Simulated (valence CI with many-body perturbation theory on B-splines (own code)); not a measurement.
Energy levels of Fe²⁰⁺

Computed by valence CI with perturbative core correlation (CI+MBPT): four valence electrons over a frozen Dirac-Fock core [He], a basis of 11 s, 11 p, 10 d, 8 f, 5 g, 2 h functions for each j, with the one-electron correlation potential Σ1 (screened to all orders), the two-electron term Σ2, the three-electron term Σ3, Breit, model QED; selected single and double excitations, second order for the rest, scaled by the run's own slope (own B-spline code, finite nucleus).

No measured levels were compared; by estimate levels of excited configurations hold to 0.05 to 0.15 % of their energy, terms of the ground configuration to about 0.5 %. Among the levels kept, up to 1000 cm⁻¹ of a level comes from second order outside the variational space, and about a tenth of that is noise between levels of different J, which matters for small intervals.

Levels 46 to 90 of 195, with energies above the lowest level, 2s²2p² ³P_0. "Leading %" is the weight of the configuration and term that name the level; weights of strongly mixed levels are sums over their largest components and can fall short, so below about 35 % the name and the second component can differ from the true leading terms, or belong to a minority configuration. In the jj column 3d3/2^4 stands for four electrons in 3d with j = 3/2.

```
No.  Configuration  Term  J  E (Ry)  Leading %      g                   Leading jj
 46        2s²2p3d   ³D°  3  75.007         72  1.265      2s^2 2p3/2 3d5/2 (46 %)
 47        2s²2p3d   ³P°  2  75.140         51  1.334      2s^2 2p3/2 3d5/2 (57 %)
 48        2s²2p3d   ³P°  1  75.142         70  1.263      2s^2 2p3/2 3d3/2 (87 %)
 49        2s²2p3d   ³P°  0  75.160         90             2s^2 2p3/2 3d3/2 (90 %)
 50        2s2p²3p   ⁵D°  0  75.344         86             2s 2p1/2^2 3p1/2 (55 %)
 51        2s2p²3p   ⁵D°  1  75.367         56  1.711      2s 2p1/2^2 3p1/2 (54 %)
 52        2s2p²3s    ³P  2  75.404         84  1.467     2s 2p1/2 2p3/2 3s (59 %)
 53        2s²2p3d   ¹F°  3  75.643         84  1.033      2s^2 2p3/2 3d5/2 (50 %)
 54        2s²2p3d   ¹P°  1  75.671         71  1.074      2s^2 2p3/2 3d5/2 (76 %)
 55        2s2p²3p   ⁵D°  2  75.689         75  1.569      2s 2p1/2^2 3p3/2 (41 %)
 56        2s2p²3p   ³S°  1  75.749         39  1.772  2s 2p1/2 2p3/2 3p1/2 (65 %)
 57        2s2p²3p   ⁵P°  1  76.086         49  1.728      2s 2p1/2^2 3p3/2 (31 %)
 58        2s2p²3p   ⁵D°  3  76.107         86  1.514  2s 2p1/2 2p3/2 3p3/2 (81 %)
 59        2s2p²3p   ⁵P°  2  76.110         56  1.678  2s 2p1/2 2p3/2 3p1/2 (52 %)
 60        2s2p²3p   ³D°  1  76.364         62  1.149  2s 2p1/2 2p3/2 3p3/2 (71 %)
 61        2s2p²3p   ⁵P°  3  76.443         66  1.561  2s 2p1/2 2p3/2 3p1/2 (42 %)
 62        2s2p²3p   ⁵D°  4  76.542         95  1.486  2s 2p1/2 2p3/2 3p3/2 (55 %)
 63        2s2p²3p   ³D°  2  76.639         78  1.273  2s 2p1/2 2p3/2 3p3/2 (72 %)
 64        2s2p²3s    ³D  1  76.736         93  0.530     2s 2p1/2 2p3/2 3s (79 %)
 65        2s2p²3s    ³D  2  76.807         87  1.182     2s 2p1/2 2p3/2 3s (68 %)
 66        2s2p²3s    ³D  3  76.921         92  1.347         2s 2p3/2^2 3s (54 %)
 67        2s2p²3p   ³P°  0  76.938         93         2s 2p1/2 2p3/2 3p3/2 (84 %)
 68        2s2p²3p   ⁵S°  2  76.943         81  1.934  2s 2p1/2 2p3/2 3p1/2 (43 %)
 69        2s2p²3p   ³D°  3  77.115         72  1.380      2s 2p3/2^2 3p3/2 (50 %)
 70        2s2p²3p   ³P°  1  77.164         76  1.482  2s 2p1/2 2p3/2 3p3/2 (52 %)
 71        2s2p²3p   ³P°  2  77.193         82  1.468  2s 2p1/2 2p3/2 3p3/2 (65 %)
 72        2s2p²3d    ⁵F  1  77.282         87  0.139      2s 2p1/2^2 3d3/2 (57 %)
 73        2s2p²3d    ⁵F  2  77.356         73  1.120      2s 2p1/2^2 3d3/2 (38 %)
 74        2s2p²3s    ¹D  2  77.430         87  1.040     2s 2p1/2 2p3/2 3s (52 %)
 75        2s2p²3d    ⁵F  3  77.514         60  1.351      2s 2p1/2^2 3d5/2 (45 %)
 76        2s2p²3d    ⁵F  4  77.864         75  1.380  2s 2p1/2 2p3/2 3d5/2 (84 %)
 77        2s2p²3s    ³P  1  77.875         42  1.642     2s 2p1/2 2p3/2 3s (50 %)
 78        2s2p²3s    ³P  0  77.951         70            2s 2p1/2 2p3/2 3s (55 %)
 79        2s2p²3d    ⁵D  0  77.958         84         2s 2p1/2 2p3/2 3d3/2 (84 %)
 80        2s2p²3d    ⁵D  1  77.962         79  1.423  2s 2p1/2 2p3/2 3d3/2 (85 %)
 81        2s2p²3d    ⁵D  2  77.964         46  1.420  2s 2p1/2 2p3/2 3d3/2 (73 %)
 82        2s2p²3d    ⁵F  3  78.020         36  1.448  2s 2p1/2 2p3/2 3d5/2 (41 %)
 83        2s2p²3d    ³P  2  78.200         45  1.201  2s 2p1/2 2p3/2 3d5/2 (30 %)
 84        2s2p²3d    ⁵F  5  78.248         95  1.389  2s 2p1/2 2p3/2 3d5/2 (54 %)
 85        2s2p²3d    ⁵D  4  78.349         67  1.435  2s 2p1/2 2p3/2 3d5/2 (37 %)
 86        2s2p²3p   ³F°  2  78.426         64  0.800  2s 2p1/2 2p3/2 3p1/2 (83 %)
 87        2s2p²3d    ³F  2  78.474         64  0.970  2s 2p1/2 2p3/2 3d5/2 (70 %)
 88        2s2p²3d    ⁵P  3  78.545         54  1.534  2s 2p1/2 2p3/2 3d5/2 (34 %)
 89        2s2p²3d    ³P  1  78.669         76  1.400  2s 2p1/2 2p3/2 3d5/2 (63 %)
 90        2s2p²3d    ⁵P  2  78.670         76  1.742  2s 2p1/2 2p3/2 3d3/2 (43 %)
```

Names give the largest LS component (configuration and term), which can be under half, so a name can repeat, a term be missing and a line seem to break the LS rules; names also repeat where a configuration has a term twice.

Where two levels of one J and parity lie close, their mixing, g and order are uncertain.
